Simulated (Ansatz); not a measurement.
`[SiH3][SiH2][GeH3]` → `[SiH3][GeH2][SiH3]`  (isomerisation)

Computed with Ansatz on PBE0-D4/def2-TZVP structures; ΔE is electronic, products minus reactants. CBS: MP2 limit from def2 TZ/QZ plus the TZ coupled-cluster correction, frozen cores. Functionals use def2-TZVPP. For Ge outer-core shells are correlated without core-valence functions, which leaves a few kJ/mol of doubt a bond. Scalar relativity is left out up to krypton.

`[SiH3][SiH2][GeH3]`:

Cartesian coordinates in Å:
```
Si -0.866 -0.797 1.579
Si -0.369 -0.599 -0.696
Ge 1.122 1.220 -1.062
H -1.797 -1.929 1.833
H -1.497 0.459 2.066
H 0.387 -1.027 2.348
H -1.621 -0.372 -1.470
H 0.260 -1.857 -1.188
H 2.429 1.000 -0.282
H 0.486 2.533 -0.575
H 1.465 1.369 -2.554
```

`[SiH3][GeH2][SiH3]`:

```xyz
11

Si   -0.655   -0.497   -1.818
Ge   -0.760    0.516    0.332
Si    1.232    0.106    1.566
H    -0.465   -1.965   -1.671
H     0.495    0.058   -2.579
H    -1.904   -0.250   -2.586
H    -0.968    2.035    0.176
H    -1.970   -0.040    1.107
H     1.169    0.742    2.908
H     2.401    0.654    0.828
H     1.423   -1.359    1.737
```

| level | ΔE (kcal/mol) |
| --- | --- |
| r2SCAN | -3.0 |
| CCSD(T)/def2-TZVPP | -3.4 |

**Question.** What does CCSD(T)/CBS give? (An estimate is asked.)

**Answer.** The calculation gave: -3.7 kcal/mol. The listed levels differ from it by 0.7, 0.3 kcal/mol.

Largest T1 diagnostic among the species: 0.013.

At CCSD(T), def2-SVP lies +0.7 kcal/mol from the extrapolated value and def2-TZVPP +0.2 kcal/mol. Leaving LDA and LC-ωPBE aside and taking each functional with its dispersion term where it has one, the values, not all of them listed here, spread over 2.5 kcal/mol, from ωB97M-V to B97M-V.
